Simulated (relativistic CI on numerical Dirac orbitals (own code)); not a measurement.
Electric-dipole transitions in Ga⁵⁺

Computed by Dirac-Coulomb-Breit CI, KLI orbitals optimised for each configuration, a model potential for QED, valence Slater integrals scaled by 0.85, P86 correlation energy added to each configuration (own radial code, finite nucleus).

Configuration list (outside the closed core [Ne]): 3s2 3p6 3d8, 3s2 3p6 3d7 4s, 3s2 3p6 3d7 4p, 3s2 3p5 3d9, 3s2 3p6 3d7 4d, 3s2 3p6 3d7 5s, 3s2 3p6 3d7 5p, 3s2 3p4 3d10, 3s2 3p6 3d7 4f, 3s2 3p6 3d6 4s2, 3s 3p6 3d9, 3s2 3p6 3d7 5d, 3s2 3p6 3d7 5f, 3s2 3p6 3d7 5g, 3s2 3p6 3d6 4s 4p, 3s2 3p6 3d6 4p2. Levels of other configurations are missing.

| λ vac (nm) | Lower | Upper | A (s⁻¹) | E lower (eV) | E upper (eV) |
| --- | --- | --- | --- | --- | --- |
| 23.422 | 3s2 3p6 3d8 3F_4 [1] | 3s2 3p6 3d7 4p 3G°_5 [92] | 8.97e+09 | 0.0000 | 52.9340 |
| 23.437 | 3s2 3p6 3d8 3F_3 [2] | 3s2 3p6 3d7 4p 3G°_4 [103] | 1.12e+10 | 0.3889 | 53.2908 |
| 24.513 | 3s2 3p6 3d8 1G_4 [8] | 3s2 3p6 3d7 4p 1G°_4 [127] | 2.56e+10 | 4.0151 | 54.5930 |
| 68.935 | 3s2 3p6 3d7 4p 5G°_5 [55] | 3s2 3p6 3d7 4d 5H_6 [167] | 8.49e+09 | 49.3224 | 67.3081 |
| 69.289 | 3s2 3p6 3d7 4p 5G°_6 [54] | 3s2 3p6 3d7 4d 5H_7 [162] | 8.95e+09 | 49.2600 | 67.1537 |
| 69.916 | 3s2 3p6 3d7 4p 3G°_5 [63] | 3s2 3p6 3d7 4d 3H_6 [176] | 8.57e+09 | 49.8862 | 67.6196 |
| 70.150 | 3s2 3p6 3d7 4p 3G°_4 [65] | 3s2 3p6 3d7 4d 3H_5 [186] | 8.51e+09 | 50.2660 | 67.9401 |
| 93.932 | 3s2 3p6 3d7 4s 3H_6 [28] | 3s2 3p6 3d7 4p 3H°_6 [118] | 2.03e+09 | 40.9368 | 54.1361 |
| 96.248 | 3s2 3p6 3d7 4s 5P_3 [18] | 3s2 3p6 3d7 4p 5D°_4 [82] | 2.00e+09 | 39.5696 | 52.4514 |
| 96.502 | 3s2 3p6 3d7 4s 5F_5 [10] | 3s2 3p6 3d7 4p 5G°_6 [54] | 2.19e+09 | 36.4121 | 49.2600 |
| 98.033 | 3s2 3p6 3d7 4s 5F_4 [11] | 3s2 3p6 3d7 4p 5G°_5 [55] | 1.81e+09 | 36.6751 | 49.3224 |
| 98.451 | 3s2 3p6 3d7 4s 5F_3 [12] | 3s2 3p6 3d7 4p 5G°_4 [57] | 1.85e+09 | 36.8844 | 49.4779 |
| 99.068 | 3s2 3p6 3d7 4s 3G_5 [21] | 3s2 3p6 3d7 4p 3H°_6 [81] | 2.02e+09 | 39.9096 | 52.4247 |
| 99.966 | 3s2 3p6 3d7 4s 5F_4 [11] | 3s2 3p6 3d7 4p 5D°_4 [51] | 1.52e+09 | 36.6751 | 49.0777 |
| 100.21 | 3s2 3p6 3d7 4s 3H_6 [28] | 3s2 3p6 3d7 4p 3I°_7 [104] | 2.01e+09 | 40.9368 | 53.3089 |
| 100.83 | 3s2 3p6 3d7 4s 3F_4 [15] | 3s2 3p6 3d7 4p 3F°_4 [64] | 1.73e+09 | 37.6902 | 49.9869 |
| 101.34 | 3s2 3p6 3d7 4s 5F_5 [10] | 3s2 3p6 3d7 4p 5F°_5 [48] | 1.84e+09 | 36.4121 | 48.6462 |
| 101.46 | 3s2 3p6 3d7 4s 3F_3 [16] | 3s2 3p6 3d7 4p 3G°_4 [65] | 1.72e+09 | 38.0457 | 50.2660 |
| 101.66 | 3s2 3p6 3d7 4s 3F_4 [15] | 3s2 3p6 3d7 4p 3G°_5 [63] | 1.59e+09 | 37.6902 | 49.8862 |
| 101.67 | 3s2 3p6 3d7 4s 5F_5 [10] | 3s2 3p6 3d7 4p 5D°_4 [47] | 1.44e+09 | 36.4121 | 48.6075 |

Terms are leading LS components. Brackets give the number of a level in order of energy, since labels repeat. The list gives strong lines, with weight on those to low levels, without lines whose two gauges differ by over a factor of 2.5, among the lowest 200 of 2140 levels, so that lines to higher ones, which can be the strongest, are missing. Levels whose partners in the same complex of configurations lie outside the list can be far off, and so can their lines. Rates are taken at the computed energies, electric ones in the length gauge.

At this charge configurations can still be misplaced by up to about 7 % of their energy. 61 of the 69 excited levels that our extract of the measured tables holds in this range could be paired (the sources list more); they are missed by 2085 cm⁻¹ on average and 8643 at most, and levels without a partner can miss by more.

LS names give the leading component of a level, which can be under half, so a name can repeat, a term be missing and a line seem to break the LS rules.
